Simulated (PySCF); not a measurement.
## Dipole moment and polarisability of CdMeH

Compound: CdMeH, CH4Cd (singlet state).
Cartesian coordinates in Å at the PBE0-D3(BJ)/def2-SVP level; atoms count from 1:
```
atom  x, y, z in Å
Cd1   -0.0059    0.0070   -1.3270
C2     0.0047    0.0018    0.7880
H3    -0.4486    0.9203    1.1919
H4     1.0322   -0.0692    1.1775
H5    -0.5650   -0.8569    1.1764
H6    -0.0174   -0.0029   -3.0069
```

Level: B3LYP/def2-SVPD (PySCF), static field, nuclei fixed, core orbitals frozen in the response. The polarisability tensor in these axes (au):

```
x   39.35  0.00  0.14
y    0.00 39.35 -0.04
z    0.14 -0.04 65.22
```

Problem. What are the eigenvalues, a third of the trace, and Δα (Δα² = ½Σ(αi − αj)² over the three pairs)?

Solution. Principal values 39.35, 39.35 and 65.23 au; mean 47.98 au = 7.11 Å³ = 7.91 × 10⁻⁴⁰ C²·m²/J; Δα = 25.87 au (54 % of the mean).

Problem. What is the dipole moment, and where does it point?

Solution. (0.01, 0.01, 0.47) D, 0.47 D in size, pointing from the negative to the positive side. Measured along this direction, the outermost atoms are H6 at the negative end and H3, H4 and H5 at the positive end.

Problem. Rayleigh depolarisation ratio (linearly polarised light, static tensor)?

Solution. ρ = 3Δα²/(45ᾱ² + 4Δα²) = 2008.1/(103584 + 2677.4) = 0.0189.

Problem. Find the Langevin capture rate constant for H3O+ (19.018 u) meeting this molecule (129.935 u), k = 2.342 × 10⁻⁹ cm³/s × √(α in Å³ / reduced mass in u).

Solution. The reduced mass is 16.59 u, so k = 1.53 × 10⁻⁹ cm³/s. The formula leaves out the permanent dipole, which adds to the capture rate.

Problem. Estimate the molar refractivity from the static electronic polarisability.

Solution. Lorentz–Lorenz: R = (4π/3)N_A α = 2.5225 cm³/(mol·Å³) × 7.11 Å³ = 17.9 cm³/mol, in the limit of long wavelengths.

Problem. What would n − 1 = 2πNα be for an ideal gas of these molecules at 500 K and 1 atm, electronic part alone?

Solution. N = p/kT = 1.4678 × 10¹⁹ cm⁻³, so n − 1 = 2π × N × 7.11 × 10⁻²⁴ cm³ = 656 × 10⁻⁶ at long wavelengths.

Isolated species at its PBE0-D3(BJ)/def2-SVP geometry, gas phase. Atoms past krypton carry effective core potentials; spin–orbit coupling is left out.
